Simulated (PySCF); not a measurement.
# Highest orbital energy against ionisation energy along the 5p block

Calculated with PySCF 2.14, no spin-orbit coupling. Each cell gives −ε(HOMO) / ΔSCF in eV; NIST values include spin-orbit coupling, (s) semi-empirical, (t) theoretical.

| species | UHF | LDA | PBE | PBE0 | r2SCAN | NIST (lowest levels) |
| --- | --- | --- | --- | --- | --- | --- |
| In (x2c-QZVPPall with one added diffuse shell each of s, p, d, f type, spin-free X2C) | 5.487 / 5.219 | 2.864 / 5.727 | 2.833 / 5.600 | 3.602 / 5.629 | 3.060 / 5.722 | 5.786 |
| Sn (x2c-QZVPPall with one added diffuse shell each of s, p, d, f type, spin-free X2C) | 7.267 / 6.849 | 4.177 / 7.423 | 4.126 / 7.270 | 5.039 / 7.314 | 4.409 / 7.409 | 7.344 |
| Sb (x2c-QZVPPall with one added diffuse shell each of s, p, d, f type, spin-free X2C) | 9.096 / 8.572 | 5.528 / 9.128 | 5.468 / 8.967 | 6.524 / 9.041 | 5.828 / 9.163 | 8.608 |
| Te (x2c-QZVPPall with one added diffuse shell each of s, p, d, f type, spin-free X2C) | 8.500 / 7.733 | 5.413 / 9.016 | 5.280 / 8.742 | 6.296 / 8.738 | 5.511 / 8.749 | 9.010 |
| I (x2c-QZVPPall with one added diffuse shell each of s, p, d, f type, spin-free X2C) | 10.420 / 9.541 | 6.880 / 10.805 | 6.734 / 10.515 | 7.881 / 10.537 | 7.004 / 10.537 | 10.451 |
| Xe (x2c-QZVPPall with one added diffuse shell each of s, p, d, f type, spin-free X2C) | 12.422 / 11.448 | 8.388 / 12.625 | 8.237 / 12.330 | 9.523 / 12.390 | 8.586 / 12.415 | 12.130 |

How far is −ε(HOMO) from ΔSCF on average for each method, and why?

UHF 0.64 eV; LDA -3.58 eV; PBE -3.46 eV; PBE0 -2.46 eV; r2SCAN -3.27 eV. Hartree-Fock orbital energies lack relaxation and so exceed the ΔSCF value; semilocal functionals have convex E(N) from self-interaction, so their HOMO lies far too high; exact exchange moves hybrids part of the way back.
